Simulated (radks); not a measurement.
Question: These are the eigenvalues of the occupied orbitals of an atom or ion with whole-number occupations (eV). Calculated with a radial shooting solver on a logarithmic mesh with Libxc functionals: Dirac Kohn-Sham, LDA (Slater exchange, Perdew-Wang correlation), spin-unpolarised, spherical densities, finite nucleus; Fermi nuclear charge, rms radius of each element as measured or else 0.836 A^(1/3) + 0.57 fm.

| orbital | eigenvalue |
|---|---|
| 1s1/2 | -10988.13 |
| 2s1/2 | -1418.212 |
| 2p1/2 | -1268.403 |
| 2p3/2 | -1236.582 |
| 3s1/2 | -216.9667 |
| 3p1/2 | -167.4908 |
| 3p3/2 | -163.1925 |
| 3d3/2 | -78.7385 |
| 3d5/2 | -78.1377 |

Which element is it, and in what charge state? The configuration may be excited. Open shells, if any, are shared by 2j + 1.

Answer: Z = 32, germanium, charge +4: Ge4+ in [Ar] 3d10. The list shows which subshells hold electrons but not how many an open one holds; the 1s level, -403.81 hartree, gives Z - s = 28.4 by -(Z - s)^2/2, which with screening and relativity narrows Z to a few neighbours, and the depths of the outer levels then fix element, charge and occupations together.
